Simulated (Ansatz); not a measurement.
# Active spaces for CH3Br, singlet

Program: Ansatz, Gaussian basis, development build. Basis def2-SVP, nonrelativistic, 15 orbitals frozen in the corrections. State-specific CASSCF; RHF is the lowest restricted (open-shell) Hartree–Fock solution met. Letters tell apart solutions met in one space. The basis is small, far from the limit. Solutions may break the symmetry of the shape. No proof that the lowest CASSCF solution was found.

Geometry:

| atom | x (Å) | y (Å) | z (Å) |
| --- | --- | --- | --- |
| C | 0.0000 | 0.0000 | -1.3903 |
| Br | 0.0000 | 0.0000 | 0.3848 |
| H | 0.0000 | -0.9563 | -1.7093 |
| H | -0.8282 | 0.4782 | -1.7093 |
| H | 0.8282 | 0.4782 | -1.7093 |

CASSCF less RHF, in eV, and natural occupations:

```
    CAS  CASSCF  occupations
(2,2) a  -0.382   1.98, 0.02
(2,2) b  -0.197   1.99, 0.01
```

Q: What totals less RHF do the corrections give on each solution?

A: 

```csv
CAS,SC-NEVPT2
"(2,2) a",-7.231
"(2,2) b",-7.215
```

Q: In CAS(2,2), is the solution lowest in CASSCF also lowest after SC-NEVPT2?

A: Yes: (2,2) a stays lowest, 0.02 eV under the next.
